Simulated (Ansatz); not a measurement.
A run for Ansatz (a first-principles code): U-CCSD(T)/cc-pVTZ on BrGeH (SMILES [GeH][Br]), a point of a bond scan (R = 1.764 Å). The run froze 28 orbitals, filled d shells among them.

Ansatz 0.2 input:
```yaml
crystal:
  periodic: [false, false, false]
  atoms:
    - {symbol: Ge, position_ang: [-0.68565162, -0.57867936, 0.82194038]}
    - {symbol: H, position_ang: [-1.82694694, -1.12268757, -0.40757146]}
    - {symbol: Br, position_ang: [0.67611556, 0.55974206, -0.74303699]}
basis:
  gaussian:
    orbitals: cc-pVTZ
correlation: {method: ccsd_t, electrons: outside_noble_gas}
scf: {omitted_lower_state_checks: [cluster_reference]}
magnetization: {spin_polarized: true, initial_magnetization: 0}
```

Program output:

```
WARN ansatz: RAYON_NUM_THREADS=1 ignored (pool sized by the plan → 1); use --threads N
Functional definition: HF
these checks for a lower state are left out or cut short: cluster_reference
integrals: 0.17 GiB planned
643 factors; integrals over basis functions are off by at most 1.3e-3 eV
mean field: 0.40 GiB planned
mean field evaluation 1: about -126490.4024 eV, gradient 8.8e0 eV
mean field evaluation 2: about -126490.4041 eV, gradient 8.8e0 eV
mean field evaluation 4: about -126491.1157 eV, gradient 1.1e0 eV
mean field evaluation 8: about -126491.1318 eV, gradient 3.2e-4 eV
mean field evaluation 16: about -126491.1269 eV, gradient 1.3e-1 eV
mean field -126491.13183638 eV, -4648.4633562183 hartree, gradient 4.1e-6 eV, S^2 0.000000; 2 other end points of the search recorded, 0 dependent functions left out
28 core orbitals not correlated
reference -126491.13183638 eV, -4648.4633562183 hartree; 6, 6 occupied and 66, 66 virtual orbitals, 643 factors
second order -6.90500933 eV of doubles, -0.00000000 eV of singles
coupled cluster: 0.28 GiB planned
cycle   1  -7.47192089 eV  change   -5.7e-1 eV  update   7.5e-2
cycle   2  -7.70718421 eV  change   -2.4e-1 eV  update   2.7e-2
cycle   3  -7.76166311 eV  change   -5.4e-2 eV  update   1.5e-2
cycle   4  -7.75717687 eV  change    4.5e-3 eV  update   4.6e-3
cycle   5  -7.75672460 eV  change    4.5e-4 eV  update   1.8e-3
cycle   6  -7.75671711 eV  change    7.5e-6 eV  update   7.0e-4
cycle   7  -7.75660538 eV  change    1.1e-4 eV  update   2.7e-4
cycle   8  -7.75664879 eV  change   -4.3e-5 eV  update   9.7e-5
cycle   9  -7.75663730 eV  change    1.1e-5 eV  update   3.2e-5
cycle  10  -7.75662653 eV  change    1.1e-5 eV  update   9.9e-6
perturbative correction -0.32118295 eV, -0.0118032556 hartree
Total energy: -126499.20964585 eV, -4648.7602102412 hartree
Checks for a lower state left out: cluster_reference
```

Self-consistency was reached.

Cost: very roughly 6 core-seconds.
